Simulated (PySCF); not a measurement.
PySCF input:

```python
from pyscf import gto, scf, mp, cc as ccmod

mol = gto.M(
    atom='''
    Cl   -0.00000000   -0.00000000   -1.35530721
    Cl    0.00000000    0.00000000    1.35530721
    ''',
    basis='cc-pvdz',
    charge=-1,
    spin=1,
    symmetry='D2h',
    verbose=4,
)

mf = scf.UHF(mol)
mf.conv_tol = 1e-10
mf.max_cycle = 100
mf.kernel()
mp2 = mp.MP2(mf, frozen=10).run()
cc = ccmod.CCSD(mf, frozen=10)
cc.max_cycle = 100
cc.kernel()
et = cc.ccsd_t()
print(f'E(CCSD(T)) = {cc.e_tot + et:.9f}')
```

### Question
What final total energy does it print?

### Answer
-919.33530 Eh (CCSD(T)/cc-pVDZ).
